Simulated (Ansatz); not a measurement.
A run on CH$_{4}$AlBOS with other settings.

```yaml
crystal:
  periodic: [false, false, false]
  atoms:
    - {symbol: B, position_ang: [-0.924973, 0.690334, 1.662976]}
    - {symbol: C, position_ang: [-0.228234, 0.141154, 0.391539]}
    - {symbol: O, position_ang: [-0.563360, -0.855353, -0.317960]}
    - {symbol: S, position_ang: [1.151808, 1.043017, -0.044725]}
    - {symbol: Al, position_ang: [0.818973, -0.751962, -1.595307]}
    - {symbol: H, position_ang: [-1.752829, 1.538561, 1.544829]}
    - {symbol: H, position_ang: [-0.564310, 0.302885, 2.730004]}
    - {symbol: H, position_ang: [0.278132, -0.242838, -2.989605]}
    - {symbol: H, position_ang: [1.873294, -1.911998, -1.398950]}
basis:
  gaussian: {orbitals: STO-3G}
magnetization: {spin_polarized: true, initial_magnetization: 0}
hamiltonian: {xc: {name: PBEsol}}
accuracy: high
```

```sh
$ ansatz run in.yaml --threads 2 --pin off --events-out ev --progress --plain --max-ram 4352MiB
```

Output, abridged:

```
Functional definition: PBEsol
780 factors; integrals over basis functions are off by at most 2.3e-8 eV
mean field evaluation 1: about -20948.1867 eV, gradient 1.9e1 eV
mean field evaluation 2: about -20945.7464 eV, gradient 2.9e1 eV
mean field evaluation 4: about -20950.3769 eV, gradient 4.3e0 eV
mean field evaluation 8: about -20950.3876 eV, gradient 6.1e-2 eV
mean field evaluation 16: about -20950.3876 eV, gradient 6.7e-7 eV
mean field -20950.38762848 eV, -769.9125446639 hartree, gradient 5.9e-8 eV, S^2 0.000000; 0 other end points of the search recorded, 0 dependent functions left out
reference -20950.38763082 eV, -769.9125447500 hartree; 26, 26 occupied and 11, 11 virtual orbitals, 780 factors
Total energy: -20950.38763082 eV, -769.9125447500 hartree
```

Hardware: 2 threads of an Intel Xeon 6975P-C on a shared host. Wall time 1.6 s, peak host memory 0.44 GiB.
